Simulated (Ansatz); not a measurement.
Computed with Ansatz on PBE0-D4/def2-TZVP structures; ΔE is electronic, products minus reactants. CCSD(T)/CBS is the MP2 limit (def2-TZVPP, def2-QZVPP) plus CCSD(T) − MP2 in def2-TZVPP, frozen cores. Functionals use def2-TZVPP. B3LYP here is the variant with VWN-RPA as its local correlation; programs differ in this. For Br, Ga outer-core shells are correlated without core-valence functions, which leaves a few kJ/mol of doubt a bond. Scalar relativity is left out up to krypton. Each species was taken in one conformer, which may not be the lowest.

Consider the redistribution: `[NH2][Al]1[SiH2][S]1` + `[Br][Ga]([Br])[Br]` → `[Br][Al]1[SiH2][S]1` + `[NH2][Ga]([Br])[Br]`.

```
             level  ΔE (kJ/mol)
        r2SCAN0-D4          7.7
          BHLYP-D4         11.9
          PBE-QIDH          4.7
             B3LYP         10.6
         CAM-B3LYP          8.5
RPA@PBE/def2-TZVPP          2.2
     HF/def2-TZVPP          9.6
    MP2/def2-QZVPP          0.8
```

**Question.** What does CCSD(T)/CBS give? (Best estimate.)

**Answer.** The calculation gave: +0.7 kJ/mol. The listed levels differ from it by 7.0, 11.2, 4.0, 9.9, 7.8, 1.5, 8.9, 0.1 kJ/mol.

**Question.** What do rigid-rotor, harmonic-oscillator terms from PBE0-D4/def2-TZVP frequencies (298.15 K, 1 bar) make of the CCSD(T)/CBS value? (Best estimate.)

**Answer.** Computed: ΔZPE = -0.4 kJ/mol, ΔH = +0.9 kJ/mol, ΔS = 24 J/(mol·K), ΔG = -6.1 kJ/mol. Modes under 50 cm⁻¹ make the entropy rough.

Largest T1 diagnostic among the species: 0.013.

Leaving LDA and LC-ωPBE aside and taking each functional with its dispersion term where it has one, the values, not all of them listed here, spread over 7.3 kJ/mol, from PBE-QIDH to BLYP-D4. In def2-TZVPP, CCSD(T) changes the Hartree–Fock value by −6.3 kJ/mol (the triples alone add −0.9 kJ/mol) and MP2 by −7.2 kJ/mol.
